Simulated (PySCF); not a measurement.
A geometry optimisation, step by step.

SnHMe2Et, C₄H₁₂Sn.
Bonds: Sn1–C3, Sn1–C7, Sn1–C11, C11–C12. Hydrogens: H2 on Sn1; H4, H5, H6 on C3; H8, H9, H10 on C7; H13, H14 on C11; H15, H16, H17 on C12.

Method: PySCF, PBE0-D3(BJ)/def2-SVP geometry optimisation, gas phase, def2 core potentials past Kr; density fitting, grid level 1; the optimiser is geomeTRIC in internal coordinates, started from a GFN2-xTB structure with every atom displaced at random (about 0.03 Å). 4 of its 17 geometries are shown. The frame can shift and turn from step to step; on so coarse a grid that alone can change the energy by a few meV, and forces under 0.02 eV/Å are noise.

Step 0: E = -10166.3095 eV, largest atomic force 3.161 eV/Å
```
atom  x, y, z in Å  |  force x, y, z in eV/Å
Sn1     0.296    0.481    0.304   -1.872   1.329  -0.692
H2      0.238    0.569    1.985    0.106  -0.094   0.600
C3      2.245    0.573   -0.429    2.744   1.367   0.771
H4      2.927    1.452   -0.020   -1.665  -1.317  -0.705
H5      2.321    0.608   -1.518   -0.169   0.020  -0.274
H6      2.820   -0.298   -0.092   -0.040  -0.371  -0.072
C7     -0.762    2.354   -0.395    1.100  -1.428   2.358
H8     -1.765    2.401   -0.050   -1.366  -0.251   0.651
H9     -0.812    2.403   -1.421    0.137   0.082  -2.986
H10    -0.286    3.238   -0.008    0.665   0.627   0.254
C11    -0.846   -1.280   -0.321   -0.162   0.913  -0.582
C12    -1.005   -2.274    0.789   -1.835  -0.653  -1.196
H13    -0.329   -1.693   -1.183    0.425  -0.328  -0.360
H14    -1.833   -0.973   -0.741    0.377   0.122   0.373
H15    -1.553   -3.189    0.389    0.590   0.691   0.673
H16    -0.072   -2.552    1.208    1.253  -0.622   0.632
H17    -1.612   -1.818    1.565   -0.288  -0.087   0.555
```

Step 5: E = -10166.8708 eV, largest atomic force 0.061 eV/Å
```
atom  x, y, z in Å  |  force x, y, z in eV/Å
Sn1     0.218    0.574    0.324    0.042  -0.019   0.023
H2      0.235    0.601    2.052   -0.011   0.004  -0.014
C3      2.253    0.537   -0.396   -0.061   0.006   0.003
H4      2.808    1.406   -0.014    0.016   0.004   0.002
H5      2.259    0.569   -1.495    0.009  -0.003  -0.004
H6      2.762   -0.380   -0.067    0.011  -0.008   0.007
C7     -0.759    2.348   -0.410    0.007   0.015   0.012
H8     -1.800    2.384   -0.062   -0.015   0.001   0.006
H9     -0.755    2.354   -1.509    0.000  -0.004  -0.033
H10    -0.237    3.248   -0.054    0.001   0.005   0.002
C11    -0.841   -1.207   -0.323   -0.012   0.011   0.011
C12    -0.983   -2.272    0.757    0.009  -0.009  -0.017
H13    -0.300   -1.603   -1.197    0.004   0.003  -0.009
H14    -1.829   -0.883   -0.690    0.000  -0.010   0.005
H15    -1.502   -3.170    0.380   -0.007   0.003   0.006
H16    -0.005   -2.604    1.140    0.012  -0.005  -0.003
H17    -1.555   -1.904    1.623   -0.004   0.005   0.003
```

Step 11: E = -10166.8897 eV, largest atomic force 0.074 eV/Å
```
atom  x, y, z in Å  |  force x, y, z in eV/Å
Sn1     0.071    0.677    0.377   -0.065   0.021  -0.027
H2     -0.089    0.936    2.076    0.028  -0.014   0.015
C3      2.143    0.400   -0.143    0.038   0.014  -0.018
H4      2.729    1.292    0.120    0.000  -0.012   0.002
H5      2.229    0.232   -1.227    0.004   0.005   0.005
H6      2.571   -0.468    0.380   -0.018   0.003   0.015
C7     -0.719    2.393   -0.663    0.017   0.007  -0.019
H8     -1.773    2.546   -0.392    0.002   0.005  -0.006
H9     -0.652    2.250   -1.752    0.002  -0.014   0.028
H10    -0.153    3.296   -0.394   -0.007   0.004   0.000
C11    -1.050   -1.094   -0.167    0.023  -0.026  -0.028
C12    -0.661   -2.335    0.624    0.001  -0.011   0.015
H13    -0.891   -1.253   -1.246   -0.029   0.002  -0.001
H14    -2.120   -0.861   -0.043    0.004   0.015   0.027
H15    -1.315   -3.193    0.393    0.014  -0.005  -0.018
H16     0.372   -2.650    0.403    0.002   0.012   0.018
H17    -0.721   -2.170    1.712   -0.016  -0.004  -0.007
```

Step 16: E = -10166.8946 eV, largest atomic force 0.026 eV/Å
```
atom  x, y, z in Å  |  force x, y, z in eV/Å
Sn1     0.037    0.697    0.386   -0.006  -0.002  -0.002
H2     -0.097    0.977    2.084   -0.005   0.007   0.002
C3      2.113    0.379   -0.103    0.023  -0.009   0.008
H4      2.710    1.265    0.157   -0.004  -0.001  -0.002
H5      2.226    0.182   -1.180   -0.010   0.003  -0.001
H6      2.509   -0.483    0.454   -0.002   0.003  -0.005
C7     -0.712    2.402   -0.699    0.002  -0.011  -0.014
H8     -1.767    2.588   -0.449    0.003  -0.002   0.003
H9     -0.634    2.219   -1.781   -0.002   0.006   0.011
H10    -0.128    3.300   -0.452   -0.002   0.001   0.001
C11    -1.094   -1.080   -0.123    0.000   0.003  -0.004
C12    -0.599   -2.339    0.575    0.000  -0.002   0.004
H13    -1.047   -1.191   -1.219    0.003   0.003   0.002
H14    -2.150   -0.880    0.123    0.000   0.000   0.002
H15    -1.194   -3.225    0.297    0.001  -0.001  -0.003
H16     0.450   -2.564    0.320   -0.002   0.001   0.002
H17    -0.651   -2.247    1.672    0.001   0.000  -0.002
```

Task: Summarise the path.

Result: The energy falls by 0.5851 eV from step 0 to step 16; nine tenths of that is first reached at step 2. It falls at every step. The largest force goes from 3.161 to 0.026 eV/Å. Among the bonds Sn1–C7 changes most, from 2.262 to 2.156 Å; the atoms move by 0.612 Å rms after alignment.

What follows is the cost of the whole optimisation. Hardware: one thread, AMD EPYC 9R14 (x86_64), no GPU (shared host). Cost: 1.9 min, 0.61 GiB resident at most.
